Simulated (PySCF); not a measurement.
Identify the unknown among the candidates.

All candidates are C5H7ClN2Si.

- 13C NMR: chemical shifts (computed TMS as zero) by class: 150.9 (1 C), 146.4 (1 C), 142.1 (1 C), 129.4 (1 C), 124.8 (1 C) ppm [GIAO PBE0/pcSseg-1]
- Dipole: 4.57 D [CAM-B3LYP/def2-SVPD]
- Rotational structure: rotational constants A, B, C: 4.642, 0.505, 0.458 GHz [GFN2-xTB]
- Polarisability: 115.2 au [CAM-B3LYP/def2-SVPD]
- Triplet: lowest triplet excitation (Tamm–Dancoff): 3.54 eV [TDA CAM-B3LYP/def2-SVPD]
- UV, first state: lowest singlet excitation: 4.57 eV (271 nm, f = 0.054) [TDDFT CAM-B3LYP/def2-SVPD]

Gas-phase values; electronic properties from PySCF, density fitting. Levels stand in brackets. Isolated species at its GFN2-xTB geometry (one conformer only). NMR values are class means; diastereotopic atoms form classes of their own.

Task: Which candidate is it?
A. `C=C(Cl)c1cncn1[SiH3]`
B. `[SiH3]Nc1ccc(Cl)nc1`
C. `C=Cc1cc(Cl)n([SiH3])n1`
D. `ClC[SiH2]c1ccncn1`

Result: B. It is `[SiH3]Nc1ccc(Cl)nc1`. Numbering: `[SiH3:1][NH:2][c:3]1[cH:4][cH:5][c:6]([Cl:7])[n:8][cH:9]1`. Its formula, C5H7ClN2Si, gives 4 degrees of unsaturation: 1 ring and 3 π bonds in the structure found (Kekulé form). 5 carbons fall into 5 classes; from least to most shielded: aromatic C–Cl carbon [C6] (150.9 ppm), aromatic carbon bearing nitrogen [C3] (146.4 ppm), aromatic CH next to a ring nitrogen [C9] (142.1 ppm), aromatic CH carbon [C5] (129.4 ppm), aromatic CH carbon [C4] (124.8 ppm). By its constants the optimised geometry is an asymmetric top.

The others, at the same levels:
- `C=C(Cl)c1cncn1[SiH3]` fails: its computed 13C shifts are 147.6 (1 C), 141.4 (1 C), 139.2 (1 C), 137.9 (1 C), 114.6 (1 C) ppm, lowest singlet excitation is 4.87 eV (254 nm, f = 0.308) (against 4.57 eV) and lowest triplet excitation (Tamm–Dancoff) is 3.05 eV (against 3.54 eV).
- `C=Cc1cc(Cl)n([SiH3])n1` fails: its computed 13C shifts are 160.3 (1 C), 143.5 (1 C), 138.7 (1 C), 121.3 (1 C), 107.8 (1 C) ppm, lowest singlet excitation is 5.79 eV (214 nm, f = 0.561) (against 4.57 eV) and rotational constant A is 2.064 GHz (against 4.642 GHz).
- `ClC[SiH2]c1ccncn1` fails: its computed 13C shifts are 177.2 (1 C), 164.4 (1 C), 161.3 (1 C), 134.5 (1 C), 29.3 (1 C) ppm and rotational constant A is 4.084 GHz (against 4.642 GHz).

Each candidate is one conformer, not necessarily the lowest. The conformers computed, where there is a choice (atom-mapped SMILES and torsion angles):
- `[SiH3:1][NH:2][c:3]1[cH:4][cH:5][c:6]([Cl:7])[n:8][cH:9]1`: Si1–N2–C3–C4 2°
- `[CH2:1]=[C:2]([Cl:3])[c:4]1[cH:5][n:6][cH:7][n:8]1[SiH3:9]`: C1–C2–C4–C5 -19°
- `[CH2:1]=[CH:2][c:3]1[cH:4][c:5]([Cl:6])[n:7]([SiH3:8])[n:9]1`: C1–C2–C3–C4 1°
- `[Cl:1][CH2:2][SiH2:3][c:4]1[cH:5][cH:6][n:7][cH:8][n:9]1`: Cl1–C2–Si3–C4 180°, C2–Si3–C4–C5 180°
